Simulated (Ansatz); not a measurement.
CH6BN2P, SMILES `CN1BNP1`, relaxed with RKS PBE-D4/def2-SVP in Ansatz 0.2.0 from a rough embedded geometry. The force threshold is 0.03 eV/Å; the program also tests the step.

Total charge 0; spin multiplicity 1.

Start:

```xyz
11

C     0.715   -0.870   -0.999
N     0.603   -0.125    0.184
B    -0.098    1.208   -0.146
N    -1.418    0.797    0.686
P    -0.686   -0.803    1.164
H    -0.233   -1.050   -1.594
H     1.126   -1.901   -0.795
H     1.433   -0.395   -1.744
H     0.110    2.159   -0.741
H    -1.427    1.344    1.556
H    -0.124   -0.365    2.429
```

(1) How much energy does the relaxation release, and in how many steps? (Estimate.)

(2) Which bonds change most? (Best estimate.)

(3) Give the relaxed structure. (Estimate.)

Answers

(1) Computed: 177.35 kJ/mol, in 14 steps, 1 of them rejected.

(2) Computed: B3–N4 from 1.614 to 1.454 Å; N2–B3 from 1.541 to 1.435 Å; B3–H9 from 1.142 to 1.215 Å.

(3) Computed: 
```xyz
11

C     0.774   -0.999   -1.113
N     0.028   -0.170   -0.210
B    -0.188    1.231    0.012
N    -0.920    1.182    1.267
P    -1.047   -0.571    1.136
H     0.134   -1.761   -1.613
H     1.607   -1.541   -0.609
H     1.222   -0.367   -1.907
H     0.120    2.181   -0.680
H    -1.677    1.787    1.588
H    -0.053   -0.974    2.130
```
